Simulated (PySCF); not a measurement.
This script is equivalent to a calculation on B²⁺ (boron, charge +2).

```python
from pyscf import gto, scf, dft, mp, cc
import basis_set_exchange as bse
mol = gto.M(atom="B 0 0 0", charge=2, spin=1, symmetry="D2h",
            basis=gto.basis.parse(bse.get_basis("aug-cc-pV5Z", elements=["B"], fmt="nwchem")))
mf = dft.UKS(mol, xc="WB97X_V")
mf.irrep_nelec = {'Ag': (2, 1)}
mf.kernel()
```

(1) What total energy does it give?

(2) Which occupied shell lies highest, and where?

(3) What is ⟨S²⟩, and what would a pure spin state give?

Answers

(1) -23.438 hartree (calculated).

(2) 2s α, at -36.502 eV.

(3) 0.750, against 0.75.
